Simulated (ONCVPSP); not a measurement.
# What the settings do to the ONCV potential of gadolinium (Gd)

Base potential:

Gd, optimised norm-conserving Vanderbilt (ONCV), made with ONCVPSP 4.0.1 (PBE, scalar-relativistic). Core [Kr], reference 4d10 4f7 5s2 5p6 5d1 6s1.5 (charge +0.5). Waves: 5s+6s: rc 2.55 bohr, ncon 4, nbas 8, qcut 4 1/bohr, 2 projectors; 5p: rc 2.50 bohr, ncon 3, nbas 6, qcut 6.4 1/bohr, 1 projector; 4d+5d: rc 0.95 bohr, ncon 3, nbas 8, qcut 19.4 1/bohr, 2 projectors; 4f: rc 0.90 bohr, ncon 4, nbas 9, qcut 20 1/bohr, 2 projectors, debl 3.5 Ha. Local part: polynomial inside 0.60 bohr (lpopt 5, dvloc0 6 Ha). Core correction: none.

Cutoffs, loose and tight: the cutoffs (Ha) at which the residual kinetic energy of the hardest occupied pseudo-wave falls to 1 and 0.1 mHa per electron. They do not see the model core or the augmentation charge, which bear on the density cutoff. Test errors are all-electron minus pseudo excitation energies from the reference, over the configurations 4d10 4f7 5s2 5p6 5d1 6s2; 4d10 4f7 5s2 5p6 5d1 6s1; 4d10 4f7 5s2 5p6 5d1 6s0; 4d10 4f7 5s2 5p6 5d0 6s2 6p1. A dash means not determined; rows that change the core or the reference have their own tests. The largest error is taken over the tests solved by every variant that gives reliable tests at all: 4d10 4f7 5s2 5p6 5d1 6s0; 4d10 4f7 5s2 5p6 5d1 6s1; 4d10 4f7 5s2 5p6 5d1 6s2.

A true bound ghost makes a file unfit for plane-wave use even where its test errors are small: the radial tests pick states by their node count and pass the ghost by.

| change | outcome | cutoff, loose | cutoff, tight | bound ghosts | GHOST(+) flags above zero | largest test error (meV) |
| --- | --- | --- | --- | --- | --- | --- |
| base | generated | 159 Ha | 176 Ha | s, p | s | -5.3 |
| d: qcut 12.9 | generated | 159 Ha | 200 Ha | s, p | s | -5.4 |
| d: qcut 15.5 | generated | 159 Ha | 176 Ha | s, p | s, d | -5.2 |
| d: qcut 18.4 | generated | 159 Ha | 176 Ha | s, p | s | -5.3 |
| d: qcut 21.3 | generated | 159 Ha | 176 Ha | s, p | s | -5.3 |
| d: qcut 25.4 | failed: ERROR pspot: first pseudo wave function has node, program will stop | – | – | – | – | – |
| d: qcut 28.6 | failed: ERROR pspot: first pseudo wave function has node, program will stop | – | – | – | – | – |

Reading the sweep of the qcut of the d channel (base included, trends over the rows without a ghost): Bound ghosts are found at 12.9, 15.5, 18.4, 19.4, 21.3 1/bohr. Every judged row has one, so this setting neither creates nor removes them. The generation fails at 25.4, 28.6 1/bohr.
